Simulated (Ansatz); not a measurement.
A set of 12 reactions (group exchange), with CCSD(T)/CBS values in kJ/mol:

```tsv
reaction	ΔE
`O[BH][GeH3]` + `FC[SiH3]` → `OBC(F)[SiH3]` + GeH₄	-21.9
`OB1CS1` + `[CH3][GaH2]` → `[CH3][GaH][B]1CS1` + H₂O	83.4
`O[BH][GeH3]` + `C=O` → `O=C[BH][GeH3]` + H₂O	135.2
`BC[O][Al]([F])[SH]` + `C=C=C=C` → `BC=C=C=C` + `C[O][Al]([F])[SH]`	-36.1
`O[CH2][Al]([SH])[Br]` + `C=CC` → `[SH][AlH][Br]` + `C=CCCO`	8.5
`[SeH][SiH]([SeH])[SeH]` + `C=N` → `N=C[SeH]` + `[SeH][SiH2][SeH]`	94.3
`B[SiH2]CF` + `[InH3]` → `B[SiH2][CH2][InH2]` + H–F	-124.5
`O[SiH2]/C=C/[SeH]` + `F[SiH](F)[SeH]` → `F[Si](F)([SeH])[SeH]` + `C=C[SiH2]O`	-96.8
`C[Si@H](O)O[Si@@H](O)F` + `CI` → `C[SiH](O)I` + `CO[SiH](O)F`	95.5
`O[SiH](O)/C=[CH]\[GeH3]` + `C[SiH](F)F` → `O[SiH](O)C[SiH](F)F` + `C=[CH][GeH3]`	-16.0
`[SiH3][AlH][SnH3]` + `[GaH3]` → `[GaH2][SnH3]` + `[AlH2][SiH3]`	-7.4
`N=C([SiH3])[SeH]` + `N[SiH](O)S` → `N[Si](O)(S)[SeH]` + `N=C[SiH3]`	-86.5
```

Computed with Ansatz on PBE0-D4/def2-TZVP structures; ΔE is electronic, products minus reactants. CCSD(T)/CBS is the MP2 limit (def2-TZVPP, def2-QZVPP) plus CCSD(T) − MP2 in def2-TZVPP, frozen cores. This one scheme is used for every species. Double bonds are as drawn, so ΔE can hold a change between cis and trans. DFT in def2-TZVPP. B3LYP here is the variant with VWN-RPA as its local correlation; programs differ in this. def2 core potentials past Kr. For Br, Ga, Ge, I, In, Se, Sn outer-core shells are correlated without core-valence functions, which leaves a few kJ/mol of doubt a bond. Scalar relativity is left out up to krypton. Each species was taken in one conformer, which may not be the lowest.

(1) Give the mean, mean absolute and largest difference (level minus CCSD(T)/CBS, kJ/mol) for: r2SCAN-D4, PBE0-D4, B3LYP-D4, PBE, r2SCAN, B3LYP, HF/def2-TZVPP, MP2/def2-TZVPP, SCS-MP2/def2-TZVPP, CCSD(T)/def2-TZVPP, MP2/def2-QZVPP, SCS-MP2/def2-QZVPP, HF/CBS(def2), CCSD/CBS(def2). (An estimate is asked.)

The largest T1 diagnostic in the set is 0.018, for `O=C[BH][GeH3]` (customary mark 0.02).

CCSD(T)/CBS is a level of theory with its own doubt, and the functionals carry their triple-zeta basis error, so these figures describe this set and don't rank the functionals.

## Answers

(1) Ansatz gave: 
| level | mean | mean absolute | largest |
| --- | --- | --- | --- |
| r2SCAN-D4 | 1.8 | 7.0 | 23.7 |
| PBE0-D4 | 1.1 | 5.1 | 20.5 |
| B3LYP-D4 | 4.3 | 7.6 | 32.5 |
| PBE | 2.4 | 10.0 | 31.8 |
| r2SCAN | 2.0 | 7.4 | 25.5 |
| B3LYP | 6.1 | 11.2 | 45.2 |
| HF/def2-TZVPP | 7.6 | 13.1 | 57.7 |
| MP2/def2-TZVPP | 0.1 | 3.8 | -7.8 |
| SCS-MP2/def2-TZVPP | 2.7 | 5.5 | 10.6 |
| CCSD(T)/def2-TZVPP | 2.1 | 4.0 | 10.6 |
| MP2/def2-QZVPP | -1.0 | 3.0 | -14.1 |
| SCS-MP2/def2-QZVPP | 1.7 | 3.6 | 8.2 |
| HF/CBS(def2) | 7.9 | 13.0 | 57.2 |
| CCSD/CBS(def2) | 0.9 | 1.9 | 5.8 |
